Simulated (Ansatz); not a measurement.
Reading a saddle point

A first-order saddle point of SiNH$_{6}$ClO, closed shell, PBE0-D4/def2-TZVP, with one imaginary mode of 124i cm⁻¹:

```
10
angstrom
Si -0.4739 0.2671 -0.5286
N 0.5120 -0.5157 0.8130
H 0.4424 1.0835 -1.3381
H -1.6581 0.8401 0.1153
O -1.0092 -1.0026 -1.4354
H 0.7714 0.4519 1.3375
Cl 0.6822 2.1914 1.4057
H 1.3452 -1.0028 0.4992
H -0.0283 -1.1376 1.4068
H -0.5835 -1.1754 -2.2753
```

Program: Ansatz 0.2.0. Basis: def2-TZVPP and def2-QZVPP. Cores are frozen in the correlated methods. Extrapolation: Hartree–Fock as exp(−7.88 √X), correlation as X^−2.97.

Task: Which contacts change along the imaginary mode, and what lies on either side? (A judgement: the text doesn't fix the answer.)

Result: By the calculation: The step is SiNH₅O ([NH2][SiH2][OH]) + HCl → SiH₃ClO ([OH][SiH2][Cl]) + NH₃ (still joined by a long Si–N bond), with the molecules in contact on both sides. Shortening one way: Si1–Cl7, N2–H6; lengthening the same way: Si1–N2, H6–Cl7.
```json
{"pair": "Si1–Cl7", "one side (Å)": "4.02", "saddle (Å)": "2.96", "other side (Å)": "2.10"}
{"pair": "N2–H6", "one side (Å)": "1.80", "saddle (Å)": "1.13", "other side (Å)": "1.01"}
{"pair": "Si1–N2", "one side (Å)": "1.74", "saddle (Å)": "1.84", "other side (Å)": "2.17"}
{"pair": "H6–Cl7", "one side (Å)": "1.33", "saddle (Å)": "1.74", "other side (Å)": "2.92"}
```

Task: Which side is lower, and how far does the saddle lie above each? (Judge from chemistry; the value comes from the calculation.)

Result: Computed: The side with Si1–Cl7, N2–H6 short is lower by 0.355 eV; the saddle lies 0.653 eV above it and 0.298 eV above the other (CCSD(T) at an estimated basis limit (MP2 extrapolated from triple and quadruple zeta, plus CCSD(T) − MP2 in triple zeta); electronic energies).

The T1 diagnostic stays at or below 0.011.

Hydrogen chloride, the by-product of chloride precursors, can attack films and sites by steps of this kind.

Labels in which every atom is bracketed show which atoms are joined, not bond orders.

For scale, one of the runs: CCSD(T)/def2-TZVPP, 230 basis functions, launched by `ansatz run in.yaml --threads 4 --pin off --events-out ev --progress --plain --max-ram 9574MiB`. Time: 64 s of wall clock on 4 CPU threads of an Arm Neoverse V2; the host was shared. Peak host memory: 3.8 GiB.
